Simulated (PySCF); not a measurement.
PySCF input file for Ti(H)3(OSiH3) (H6OSiTi), SMILES [TiH3][O][SiH3], multiplicity 1, TDDFT-PBE0/def2-SVPD. Geometry optimised at B3LYP-D3(BJ)/def2-SVP. A frequency run showed that this geometry is not a minimum. The multiplicity is an assumed one; no other spin state was optimised. The structure was generated by enumeration; whether it is a known compound was not checked.

```python
import numpy as np
from pyscf import gto, scf, dft, tdscf

mol = gto.M(
    atom='''
    Ti    0.00000000   -0.00000000    1.44301423
    H     0.41873429   -1.55582853    1.97488362
    H     1.13801988    1.14054880    1.97488362
    H    -1.55675417    0.41527974    1.97488362
    O    -0.00000000    0.00000000   -0.30393460
    Si   -0.00000000   -0.00000000   -1.98869958
    H     0.35159788   -1.36392498   -2.46589768
    H     1.00539475    0.98645519   -2.46589768
    H    -1.35699262    0.37746979   -2.46589768
    ''',
    basis='def2-SVPD',
    charge=0,
    spin=0,
    symmetry=True,
    max_memory=1600,
    verbose=4,
)
mf = dft.RKS(mol, xc='pbe0').density_fit(auxbasis='def2-universal-jkfit')
mf.grids.level = 3
mf.conv_tol = 1e-9
mf.max_cycle = 100
mf.kernel()
mf.grids = dft.Grids(mol).set(level=1).build(with_non0tab=True)  # coarser grid for the response kernel
td = tdscf.TDDFT(mf)
td.singlet = True
td.nstates = 10
td.conv_tol = 1e-4
td.positive_eig_threshold = 1e-6
td.kernel(x0=td.get_init_guess(mf, 15))
td.analyze()
tt = tdscf.TDA(mf)
tt.singlet = False
tt.nstates = 4
tt.conv_tol = 1e-4
tt.positive_eig_threshold = 1e-6
tt.kernel(x0=tt.get_init_guess(mf, 9))
tt.analyze(verbose=3)
```

Log of the run:

```
PySCF version 2.14.0

[INPUT] verbose = 4
[INPUT] num. atoms = 9
[INPUT] num. electrons = 50
[INPUT] charge = 0
[INPUT] spin (= nelec alpha-beta = 2S) = 0
[INPUT] symmetry True subgroup None
[INPUT] Mole.unit = angstrom
[INPUT] Symbol           X                Y                Z      unit          X                Y                Z       unit  Magmom
[INPUT]  1 Ti     0.000000000000   0.000000000000   1.443014230000 AA    0.000000000000   0.000000000000   2.726901688550 Bohr   0.0
[INPUT]  2 H      0.418734290000  -1.555828530000   1.974883620000 AA    0.791293127064  -2.940089818485   3.731989169690 Bohr   0.0
[INPUT]  3 H      1.138019880000   1.140548800000   1.974883620000 AA    2.150545897510   2.155324863701   3.731989169690 Bohr   0.0
[INPUT]  4 H     -1.556754170000   0.415279740000   1.974883620000 AA   -2.941839024575   0.784764973681   3.731989169690 Bohr   0.0
[INPUT]  5 O      0.000000000000   0.000000000000  -0.303934600000 AA    0.000000000000   0.000000000000  -0.574353153779 Bohr   0.0
[INPUT]  6 Si     0.000000000000   0.000000000000  -1.988699580000 AA    0.000000000000   0.000000000000  -3.758097550238 Bohr   0.0
[INPUT]  7 H      0.351597880000  -1.363924980000  -2.465897680000 AA    0.664423699178  -2.577444666653  -4.659871266400 Bohr   0.0
[INPUT]  8 H      1.005394750000   0.986455190000  -2.465897680000 AA    1.899920724576   1.864130143256  -4.659871266400 Bohr   0.0
[INPUT]  9 H     -1.356992620000   0.377469790000  -2.465897680000 AA   -2.564344404856   0.713314523397  -4.659871266400 Bohr   0.0

nuclear repulsion = 196.781063216814
point group symmetry = C3, use subgroup C1
symmetry origin: [ 3.77945222e-10  3.77945215e-10 -1.51178085e-09]
symmetry axis x: [ 9.90472024e-01 -1.37714085e-01  2.17165350e-10]
symmetry axis y: [ 1.37714085e-01  9.90472024e-01 -1.29327341e-10]
symmetry axis z: [-1.97285981e-10  1.58001826e-10  1.00000000e+00]
num. orbitals of irrep A = 129
number of shells = 55
number of NR pGTOs = 211
number of NR cGTOs = 129
basis = def2-SVPD
ecp = {}


[settings echo left out]
init E= -1216.70681765778
  HOMO = -0.32929021476759  LUMO = -0.149640819762967  gap/eV = 4.88851
cycle= 1 E= -1216.93405538473  delta_E= -0.227  |g|= 0.91  |ddm|= 3.99
  HOMO = -0.303029561738739  LUMO = -0.201913397952486  gap/eV = 2.75151
cycle= 2 E= -1210.68582815264  delta_E= 6.25  |g|= 5.99  |ddm|= 5.69
  HOMO = -0.282091089257878  LUMO = -0.0849408989836117  gap/eV = 5.36473
cycle= 3 E= -1217.04044173719  delta_E= -6.35  |g|= 0.655  |ddm|= 4.74
  HOMO = -0.32208686796162  LUMO = -0.127331985163477  gap/eV = 5.29955
cycle= 4 E= -1217.0988384794  delta_E= -0.0584  |g|= 0.275  |ddm|= 0.82
  HOMO = -0.312420927752671  LUMO = -0.0916099822517921  gap/eV = 6.00857
cycle= 5 E= -1217.12041384876  delta_E= -0.0216  |g|= 0.047  |ddm|= 0.707
  HOMO = -0.310454925757224  LUMO = -0.0898978261452332  gap/eV = 6.00166
cycle= 6 E= -1217.12093332728  delta_E= -0.000519  |g|= 0.00887  |ddm|= 0.0893
  HOMO = -0.311049114729427  LUMO = -0.0902674495643107  gap/eV = 6.00778
cycle= 7 E= -1217.12095239945  delta_E= -1.91e-05  |g|= 0.000921  |ddm|= 0.0219
  HOMO = -0.311283853589127  LUMO = -0.0903735002913292  gap/eV = 6.01128
cycle= 8 E= -1217.1209527318  delta_E= -3.32e-07  |g|= 0.000195  |ddm|= 0.00298
  HOMO = -0.311267936437986  LUMO = -0.0903497742302012  gap/eV = 6.01149
cycle= 9 E= -1217.12095274862  delta_E= -1.68e-08  |g|= 2.64e-05  |ddm|= 0.000444
  HOMO = -0.311270212248114  LUMO = -0.0903491833832536  gap/eV = 6.01157
cycle= 10 E= -1217.1209527494  delta_E= -7.82e-10  |g|= 1.15e-05  |ddm|= 9.84e-05
  HOMO = -0.311269550098125  LUMO = -0.0903488492483488  gap/eV = 6.01156
Extra cycle  E= -1217.1209527494  delta_E= 6.82e-13  |g|= 1.91e-05  |ddm|= 4.36e-05
converged SCF energy = -1217.1209527494
tot grids = 33880
Overwritten attributes  positive_eig_threshold  of <class 'pyscf.tdscf.rks.TDDFT'>


******** <class 'pyscf.tdscf.rks.TDDFT'> for <class 'pyscf.df.df_jk.DFRKS'> ********
nstates = 10 singlet
deg_eia_thresh = 1.000e-03
wfnsym = None
conv_tol = 0.0001
eigh lindep = 1e-12
eigh level_shift = 0
eigh max_cycle = 100


Excitation energies (eV)
[3.46742848 3.63670274 3.63696557 3.95690545 4.56561281 4.56593625
 4.71648099 4.71684133 4.93557836 5.33953142]

** Singlet excitation energies and oscillator strengths **
Excited State   1:    A      3.46743 eV    357.57 nm  f=0.0000
      24 -> 27        0.49337
      25 -> 26       -0.49639
Excited State   2:    A      3.63670 eV    340.92 nm  f=0.0003
      24 -> 26       -0.49141
      25 -> 27        0.49131
Excited State   3:    A      3.63697 eV    340.90 nm  f=0.0003
      24 -> 27        0.49289
      25 -> 26        0.48985
Excited State   4:    A      3.95691 eV    313.34 nm  f=0.0048
      24 -> 26       -0.47331
      24 -> 30        0.14827
      25 -> 27       -0.47339
      25 -> 29        0.14832
Excited State   5:    A      4.56561 eV    271.56 nm  f=0.0042
      23 -> 26        0.61363
      24 -> 28        0.32723
Excited State   6:    A      4.56594 eV    271.54 nm  f=0.0041
      23 -> 27        0.61322
      25 -> 28        0.32800
Excited State   7:    A      4.71648 eV    262.87 nm  f=0.0082
      23 -> 26        0.30139
      23 -> 30       -0.11180
      24 -> 28       -0.60628
Excited State   8:    A      4.71684 eV    262.85 nm  f=0.0082
      23 -> 27        0.30212
      23 -> 29       -0.11192
      25 -> 28       -0.60585
Excited State   9:    A      4.93558 eV    251.21 nm  f=0.0000
      24 -> 29       -0.49468
      25 -> 30        0.49476
Excited State  10:    A      5.33953 eV    232.20 nm  f=0.0158
      23 -> 30       -0.23672
      24 -> 29       -0.45465
      25 -> 30       -0.45454

** Transition electric dipole moments (AU) **
state          X           Y           Z        Dip. S.      Osc.
  1         0.0001     -0.0000     -0.0000      0.0000      0.0000
  2        -0.0411     -0.0402      0.0001      0.0033      0.0003
  3        -0.0403      0.0411     -0.0000      0.0033      0.0003
  4         0.0001      0.0001      0.2218      0.0492      0.0048
  5         0.1362     -0.1363     -0.0000      0.0371      0.0042
  6        -0.1359     -0.1358     -0.0003      0.0369      0.0041
  7         0.1857     -0.1902     -0.0000      0.0706      0.0082
  8        -0.1901     -0.1856     -0.0005      0.0706      0.0082
  9        -0.0001      0.0001     -0.0000      0.0000      0.0000
 10         0.2614     -0.2295      0.0001      0.1210      0.0158

** Transition velocity dipole moments (imaginary part, AU) **
state          X           Y           Z        Dip. S.      Osc.
  1         0.0000     -0.0000     -0.0000      0.0000      0.0000
  2        -0.0077     -0.0075      0.0000      0.0001      0.0006
  3        -0.0075      0.0077     -0.0000      0.0001      0.0006
  4         0.0000      0.0000      0.0299      0.0009      0.0041
  5         0.0217     -0.0217     -0.0000      0.0009      0.0037
  6        -0.0216     -0.0216     -0.0001      0.0009      0.0037
  7         0.0324     -0.0332     -0.0000      0.0022      0.0083
  8        -0.0332     -0.0324     -0.0001      0.0022      0.0083
  9        -0.0000      0.0000      0.0000      0.0000      0.0000
 10         0.0530     -0.0465      0.0000      0.0050      0.0169

** Transition magnetic dipole moments (imaginary part, AU) **
state          X           Y           Z
  1         0.0031      0.0031     -2.5262
  2         0.9925     -1.0103     -0.0001
  3        -1.0101     -0.9923     -0.0079
  4        -0.0002      0.0002     -0.0001
  5        -0.1132     -0.1132     -0.0002
  6        -0.1141      0.1141      0.0000
  7         0.8146      0.7944      0.0003
  8         0.7942     -0.8144     -0.0000
  9        -0.0001     -0.0001      0.9294
 10        -0.2383     -0.2710      0.0002
Overwritten attributes  positive_eig_threshold  of <class 'pyscf.tdscf.rks.TDA'>


******** <class 'pyscf.tdscf.rks.TDA'> for <class 'pyscf.df.df_jk.DFRKS'> ********
nstates = 4 triplet
deg_eia_thresh = 1.000e-03
wfnsym = None
conv_tol = 0.0001
eigh lindep = 1e-12
eigh level_shift = 0
eigh max_cycle = 100


Excitation energies (eV)
[3.08982725 3.12413344 3.12609203 3.20971286]

** Triplet excitation energies and oscillator strengths **
Excited State   1:    A      3.08983 eV    401.27 nm  f=0.0000
Excited State   2:    A      3.12413 eV    396.86 nm  f=0.0000
Excited State   3:    A      3.12609 eV    396.61 nm  f=0.0000
Excited State   4:    A      3.20971 eV    386.28 nm  f=0.0000
```

The program stopped with an error.
